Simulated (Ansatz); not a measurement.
Z-matrix (Å, degrees):
```
C
O 1 1.410
H 1 1.094 2 108.2
H 1 1.098 2 112.6 3 119.4
H 1 1.096 2 111.6 3 -119.0
Sn 2 1.954 1 121.1 3 -164.0
F 6 1.924 2 106.9 1 -59.3
C 6 2.115 2 107.0 1 -175.3
S 6 2.380 2 107.8 1 51.6
H 8 1.089 6 109.6 2 -172.0
H 8 1.089 6 109.2 2 -51.3
H 8 1.089 6 108.1 2 68.1
C 9 1.822 6 98.2 2 52.1
H 13 1.089 9 111.6 6 -52.6
H 13 1.090 9 111.7 6 71.0
H 13 1.090 9 106.0 6 -170.8
```

Charge 0, multiplicity 1. Sn: def2 effective core potential.

Q: List the PBE0/def2-TZVPP orbital energies in eV (Ansatz 0.2.0). (Estimate.)

A: Ansatz gave: Occupied: -2422.51, -672.46, -522.42, -279.27, -279.14, -278.84, -217.81, -161.65, -161.58, -161.44, -140.62, -95.31, -95.27, -95.20, -31.72, -29.58, -29.08, -28.99, -28.97, -28.61, -27.07, -21.91, -20.09, -18.62, -17.92, -14.28, -12.70, -12.60, -12.39, -12.24, -12.11, -12.06, -11.85, -10.93, -10.80, -10.43, -10.01, -8.74, -8.21, -7.84, -7.17. Lowest empty: -0.98, -0.16, 0.72, 1.10, 1.36, 1.70, 2.34, 2.48.
